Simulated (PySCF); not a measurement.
PySCF job for C3H2O, SMILES C=C=C=O, PBE0/pcJ-1. Geometry optimised at r2SCAN-D4/def2-SVP.

```python
import numpy as np
from pyscf import gto, scf, dft
from pyscf.prop.ssc import rks as ssc

mol = gto.M(
    atom='''
    C    -0.10186656    1.84054403   -0.00000000
    C     0.28038053    0.56570294    0.00000000
    C    -0.00541261   -0.70450274   -0.00000000
    O    -0.06387898   -1.87697673    0.00000000
    H     0.63212612    2.65871815    0.00000000
    H    -1.15970240    2.14663040    0.00000001
    ''',
    basis='pcJ-1',
    charge=0,
    spin=0,
    max_memory=1600,
    verbose=3,
)
mf = dft.RKS(mol, xc='pbe0')
mf.grids.level = 3
mf.conv_tol = 1e-10
mf.max_cycle = 100
mf.kernel()
j = ssc.SSC(mf)
j.with_fcsd = True
j.max_cycle_cphf = 80
j.conv_tol = 1e-7
e11 = j.kernel()
```

Output:

```
converged SCF energy = -190.437138006559
Reduced spin-spin coupling constant K (Hz)
               #0        #1        #2        #3        #4
        0 C    0.00000
        1 C   56.97203   0.00000
        2 C    3.78815  73.90721   0.00000
        3 O    1.94493 -13.42011 -25.76465   0.00000
        4 H   22.21457   0.81413   2.44475   0.07419   0.00000
        5 H   21.59767  -1.91564   1.09828   0.27290  -0.04673
               #5
        5 H    0.00000
Spin-spin coupling constant J (Hz)
               #0        #1        #2        #3        #4
        0 C    0.00000
        1 C  112.43598   0.00000
        2 C    7.47603 145.85806   0.00000
        3 O   -2.06975  14.28136  27.41813   0.00000
        4 H  174.31585   6.38838  19.18372  -0.31393   0.00000
        5 H  169.47512 -15.03189   8.61814  -1.15471  -1.45807
               #5
        5 H    0.00000
```

The run converged.

Cost: roughly 60 core-seconds.
